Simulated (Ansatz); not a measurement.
`F[Si]1([SiH3])[CH2][AlH]1` + `OC(O)(O)Cl` → `OC(O)(O)[SiH3]` + `F[Si]1(Cl)[CH2][AlH]1`  (formal exchange of groups at the Si–Si bond)

Isolated molecules relaxed with PBE0-D4/def2-TZVP in Ansatz; ΔE leaves out vibrations. CCSD(T)/CBS is the MP2 limit (def2-TZVPP, def2-QZVPP) plus CCSD(T) − MP2 in def2-TZVPP, frozen cores. Functionals use def2-TZVPP. B3LYP here is the variant with VWN-RPA as its local correlation; programs differ in this. One conformer a species, not always the lowest.

(1) Is it downhill or uphill in electronic energy at CCSD(T)/CBS, and by how much? (Best estimate.)

(2) What do these levels give: PBE-D4, PBE0-D4, B3LYP, CCSD/def2-TZVPP, MP2/def2-QZVPP, SCS-MP2/def2-QZVPP? (Estimate.)

Largest T1 diagnostic among the species: 0.014.

## Answers

(1) The calculation gave: Downhill: ΔE = -27.6 kcal/mol.

(2) Ansatz gave: PBE-D4 -21.3, PBE0-D4 -22.6, B3LYP -25.5, CCSD/def2-TZVPP -27.5, MP2/def2-QZVPP -29.1, SCS-MP2/def2-QZVPP -29.3 kcal/mol.

From PBE to PBE0 (25 % exact exchange), in def2-TZVPP and without D4, ΔE moves by −1.4 kcal/mol.
